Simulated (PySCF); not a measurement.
From results back to the method.

C2H7NSi.
SMILES: `C=N[SiH2]C`

The closed-shell ground state was solved 7 times with PySCF (density fitting, gas phase), always in the pcSseg-2 basis (249 functions), with these functionals: B97-2, B97-D, BHandHLYP, LC-wPBE, LDA, mPW1PW91 and wB97X-D. Geometry: PBE0-D3(BJ)/def2-SVP, one conformer, isolated molecule.

```tsv
row	total energy (Eh)	HOMO (eV)	LUMO (eV)	dipole (D)
P	-424.5564	-9.80	1.50	1.29
Q	-422.3625	-5.77	-2.26	1.11
R	-424.7105	-7.10	-0.92	1.19
S	-424.6312	-5.71	-1.91	1.09
T	-424.6966	-6.82	-0.96	1.17
U	-424.6854	-8.96	0.95	1.24
V	-424.6490	-8.42	0.27	1.30
```

Question: Which functional belongs to which row?

Answer: P = LC-wPBE, Q = LDA, R = mPW1PW91, S = B97-D, T = B97-2, U = wB97X-D, V = BHandHLYP. By rising HOMO–LUMO gap: LDA (LDA) 3.51 eV; B97-D (GGA) 3.80 eV; B97-2 (global hybrid, 21 % exact exchange) 5.86 eV; mPW1PW91 (global hybrid, 25 % exact exchange) 6.18 eV; BHandHLYP (global hybrid, 50 % exact exchange) 8.69 eV; wB97X-D (range-separated hybrid) 9.91 eV; LC-wPBE (range-separated hybrid) 11.30 eV. Total energies of different functionals aren't bounds to one another; each is stationary for its own functional.

Shape of the structure used: `[CH2:1]=[N:2][SiH2:3][CH3:4]`: C1–N2–Si3–C4 122°.

Note: B97-D and wB97X-D ran without an empirical dispersion term, which enters the total energy and its gradient alone.
